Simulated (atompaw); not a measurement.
## Reading a pseudo-wave (titanium (Ti))

Columns: radius, all-electron u(r) and pseudo u(r) of the 4s shell (level -3.87 eV) of titanium in the configuration [Ne] 3s2 3p6 3d3 4s1 4p0; LDA (PW92), scalar-relativistic, PAW (atompaw) scheme, atompaw 4.2.0.5.

```json
{"r (bohr)": "0.115", "all-electron": "0.0479", "pseudo": "0.0225"}
{"r (bohr)": "0.231", "all-electron": "0.1460", "pseudo": "0.0453"}
{"r (bohr)": "0.346", "all-electron": "0.0544", "pseudo": "0.0681"}
{"r (bohr)": "0.462", "all-electron": "-0.0846", "pseudo": "0.0914"}
{"r (bohr)": "0.577", "all-electron": "-0.1898", "pseudo": "0.1150"}
{"r (bohr)": "0.692", "all-electron": "-0.2406", "pseudo": "0.1390"}
{"r (bohr)": "0.808", "all-electron": "-0.2414", "pseudo": "0.1638"}
{"r (bohr)": "0.923", "all-electron": "-0.2051", "pseudo": "0.1890"}
{"r (bohr)": "1.038", "all-electron": "-0.1450", "pseudo": "0.2148"}
{"r (bohr)": "1.154", "all-electron": "-0.0712", "pseudo": "0.2415"}
{"r (bohr)": "1.269", "all-electron": "0.0070", "pseudo": "0.2684"}
{"r (bohr)": "1.385", "all-electron": "0.0857", "pseudo": "0.2961"}
{"r (bohr)": "1.500", "all-electron": "0.1601", "pseudo": "0.3238"}
{"r (bohr)": "1.615", "all-electron": "0.2287", "pseudo": "0.3516"}
{"r (bohr)": "1.731", "all-electron": "0.2913", "pseudo": "0.3796"}
{"r (bohr)": "1.846", "all-electron": "0.3460", "pseudo": "0.4068"}
{"r (bohr)": "1.962", "all-electron": "0.3939", "pseudo": "0.4335"}
{"r (bohr)": "2.077", "all-electron": "0.4345", "pseudo": "0.4586"}
{"r (bohr)": "2.192", "all-electron": "0.4686", "pseudo": "0.4821"}
{"r (bohr)": "2.308", "all-electron": "0.4967", "pseudo": "0.5034"}
{"r (bohr)": "2.423", "all-electron": "0.5191", "pseudo": "0.5220"}
{"r (bohr)": "2.538", "all-electron": "0.5365", "pseudo": "0.5374"}
{"r (bohr)": "2.654", "all-electron": "0.5494", "pseudo": "0.5496"}
{"r (bohr)": "2.769", "all-electron": "0.5581", "pseudo": "0.5581"}
{"r (bohr)": "2.885", "all-electron": "0.5632", "pseudo": "0.5632"}
{"r (bohr)": "3.000", "all-electron": "0.5652", "pseudo": "0.5652"}
```

Task: How many radial nodes do the two functions have?

Result: The all-electron 4s function has n − l − 1 = 3 (the table is too coarse to show those close to the nucleus); the pseudo-wave has 0, since the states of the same l below it are removed with the core.

Task: Is the pseudo-wave norm-conserving?

Result: No, it belongs to a PAW set: the norm inside the radius is not constrained, and the difference is carried by the augmentation charge.
